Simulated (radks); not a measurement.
Values are calculated unless marked as measured or tabulated.
The carbon anion C4-, [Ne], held by a Watson sphere: a shell of charge +4 at radius R that stands for the Madelung well of a crystal (potential energy -4/R inside, -4/r outside, in hartree with lengths in bohr). Code: a radial shooting solver on a logarithmic mesh with Libxc functionals. Model: non-relativistic Kohn-Sham, r2SCAN, spin-unpolarised, spherical densities, point nucleus; meta-GGA in the generalised Kohn-Sham scheme.

| R (bohr) | e(1s) (eV) | e(2s) (eV) | e(2p) (eV) | <r> 2p (bohr) | sum of <r^2> (bohr^2) | X-ray form factor at sin(theta)/lambda = 0.3 1/angstrom |
|---|---|---|---|---|---|---|
| 1.69 | -268.66 | -18.694 | -9.055 | 1.788 | 29.87 | 2.778 |
| 1.9 | -269.31 | -17.483 | -8.272 | 1.911 | 33.82 | 2.597 |
| 2.24 | -270.41 | -15.761 | -7.172 | 2.107 | 40.61 | 2.433 |
| 2.25 | -270.44 | -15.716 | -7.143 | 2.112 | 40.82 | 2.430 |
| 2.71 | -271.59 | -13.910 | -5.949 | 2.375 | 50.85 | 2.371 |
| 3.07 | -272.19 | -12.866 | -5.210 | 2.583 | 59.46 | 2.382 |
| 3.18 | -272.33 | -12.604 | -5.015 | 2.647 | 62.24 | 2.388 |
| 3.41 | -272.57 | -12.130 | -4.647 | 2.783 | 68.30 | 2.403 |
| 3.84 | -272.88 | -11.478 | -4.086 | 3.042 | 80.61 | 2.425 |
